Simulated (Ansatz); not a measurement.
Steps of a relaxation of C₂H₄BNS (`C=C1SB1N`) with RKS PBE-D4/def2-SVP.

```sh
$ ansatz run in.yaml --threads 2 --pin off --events-out ev --progress --plain --max-ram 4352MiB
```

```yaml
crystal:
  periodic: [false, false, false]
  atoms:
    - {symbol: C, position_ang: [0.790200, 0.834900, -1.522800]}
    - {symbol: C, position_ang: [0.779500, 0.044600, -0.500600]}
    - {symbol: S, position_ang: [1.530800, -1.282700, 0.310700]}
    - {symbol: B, position_ang: [0.153900, -0.510000, 0.925200]}
    - {symbol: N, position_ang: [-1.200000, -0.643500, 1.718100]}
    - {symbol: H, position_ang: [1.509400, 0.849300, -2.300100]}
    - {symbol: H, position_ang: [-0.033400, 1.607500, -1.610900]}
    - {symbol: H, position_ang: [-1.791300, -1.268200, 1.204200]}
    - {symbol: H, position_ang: [-1.650600, 0.321700, 1.759100]}
basis:
  gaussian: {orbitals: def2-SVP}
hamiltonian: {xc: pbe, dispersion: d4}
relax: {f_tol: 0.03, max_steps: 200}
```

Positions (Å) and forces (eV/Å) along the path, 9 of 9 steps:

```xyz
9
step=1 energy=-15122.9499 eV
C     0.790    0.835   -1.523   -1.480    2.343   -1.345
C     0.779    0.045   -0.501   -2.066   -0.658    4.503
S     1.531   -1.283    0.311    2.998   -2.752    0.033
B     0.154   -0.510    0.925   -4.399    1.496   -0.899
N    -1.200   -0.643    1.718    3.435    2.460   -0.374
H     1.509    0.849   -2.300    1.157   -0.149   -1.257
H    -0.033    1.607   -1.611    0.657   -0.529    0.086
H    -1.791   -1.268    1.204   -0.725   -0.789   -0.438
H    -1.651    0.322    1.759    0.424   -1.422   -0.310
9
step=2 energy=-15123.8697 eV
C     0.808    0.891   -1.499   -0.325    0.489   -0.637
C     0.743    0.066   -0.460   -1.542    0.333    1.984
S     1.495   -1.327    0.310    1.863   -1.865   -0.122
B     0.057   -0.516    0.833   -2.200    1.155   -0.145
N    -1.140   -0.594    1.732    1.125    0.693   -1.692
H     1.528    0.830   -2.321    0.333   -0.069   -0.114
H     0.011    1.659   -1.611    0.259   -0.148    0.093
H    -1.745   -1.364    1.369    0.285    0.322    0.604
H    -1.668    0.309    1.631    0.202   -0.912    0.030
9
step=3 energy=-15124.2933 eV
C     0.779    0.892   -1.486    0.441   -0.177   -0.018
C     0.680    0.080   -0.413    0.261    1.026   -0.990
S     1.473   -1.398    0.276    0.368   -0.488   -0.191
B    -0.005   -0.488    0.749   -0.228   -0.355    0.576
N    -1.074   -0.524    1.660   -1.862   -1.004   -0.530
H     1.566    0.822   -2.268   -0.202   -0.075    0.273
H     0.041    1.701   -1.595   -0.044    0.074   -0.003
H    -1.664   -1.419    1.538    1.143    1.433    0.745
H    -1.708    0.287    1.522    0.123   -0.433    0.137
9
step=4 energy=-15124.4804 eV
C     0.840    0.929   -1.508    0.042   -0.029    0.189
C     0.666    0.143   -0.426    0.108    0.198   -0.684
S     1.384   -1.434    0.173    0.062    0.029    0.075
B    -0.063   -0.475    0.712    0.204   -0.296    0.133
N    -1.084   -0.520    1.674   -0.906   -0.443   -0.448
H     1.679    0.850   -2.227   -0.206   -0.152    0.155
H     0.069    1.691   -1.705    0.144    0.235    0.052
H    -1.591   -1.420    1.724    0.562    0.115    0.482
H    -1.811    0.191    1.567   -0.009    0.341    0.046
9
step=5 energy=-15124.6187 eV
C     0.854    0.940   -1.524   -0.155    0.251    0.139
C     0.645    0.142   -0.462   -0.034   -0.060   -0.256
S     1.384   -1.424    0.169   -0.177    0.091   -0.061
B    -0.098   -0.488    0.672    0.179   -0.067    0.341
N    -1.122   -0.510    1.636   -0.799   -1.094   -0.344
H     1.669    0.798   -2.256   -0.062    0.002    0.113
H     0.164    1.800   -1.668    0.245   -0.199   -0.027
H    -1.508   -1.455    1.901    0.657    1.073    0.029
H    -1.899    0.150    1.515    0.146    0.005    0.067
9
step=6 energy=-15124.7342 eV
C     0.866    0.966   -1.527    0.147   -0.131    0.039
C     0.596    0.134   -0.506   -0.053    0.022   -0.093
S     1.363   -1.416    0.120   -0.003   -0.054   -0.031
B    -0.129   -0.524    0.632    0.122    0.116   -0.060
N    -1.167   -0.557    1.553   -0.877   -0.504    0.433
H     1.729    0.813   -2.199   -0.066    0.031    0.067
H     0.217    1.832   -1.727   -0.055    0.040    0.049
H    -1.440   -1.404    2.083    0.492    0.434   -0.229
H    -1.946    0.111    1.555    0.292    0.044   -0.174
9
step=7 energy=-15124.7654 eV
C     0.878    0.970   -1.508    0.006    0.039   -0.066
C     0.586    0.111   -0.524   -0.103   -0.158   -0.056
S     1.322   -1.459    0.084    0.084   -0.002    0.059
B    -0.150   -0.540    0.607   -0.052    0.027    0.158
N    -1.198   -0.562    1.525    0.073   -0.196   -0.081
H     1.737    0.837   -2.185    0.006    0.035    0.027
H     0.224    1.842   -1.666    0.013    0.053   -0.028
H    -1.315   -1.314    2.210   -0.031    0.131   -0.140
H    -1.994    0.069    1.439    0.004    0.072    0.126
9
step=8 energy=-15124.7797 eV
C     0.869    0.967   -1.515    0.008   -0.069    0.049
C     0.574    0.093   -0.539   -0.005    0.030   -0.033
S     1.345   -1.448    0.105   -0.010    0.026   -0.005
B    -0.156   -0.556    0.599   -0.001    0.027   -0.030
N    -1.218   -0.588    1.494    0.003   -0.031    0.012
H     1.757    0.861   -2.158   -0.002    0.010   -0.010
H     0.205    1.828   -1.694    0.005   -0.003    0.012
H    -1.337   -1.327    2.186   -0.005    0.015    0.006
H    -1.950    0.122    1.504    0.005   -0.006   -0.001
9
step=9 energy=-15124.7800 eV
C     0.871    0.965   -1.515   -0.007    0.020   -0.011
C     0.571    0.093   -0.541    0.004    0.001   -0.007
S     1.343   -1.444    0.104   -0.001   -0.010    0.009
B    -0.159   -0.554    0.596   -0.005   -0.008    0.009
N    -1.220   -0.591    1.493    0.004    0.011   -0.009
H     1.758    0.861   -2.160   -0.003   -0.003    0.009
H     0.210    1.829   -1.691    0.004   -0.005    0.000
H    -1.333   -1.324    2.194    0.005   -0.005    0.001
H    -1.953    0.118    1.504    0.000    0.000    0.000
```

Run time 18 s (2 threads of an Arm Neoverse V1 on a shared host); peak host memory 0.15 GiB.
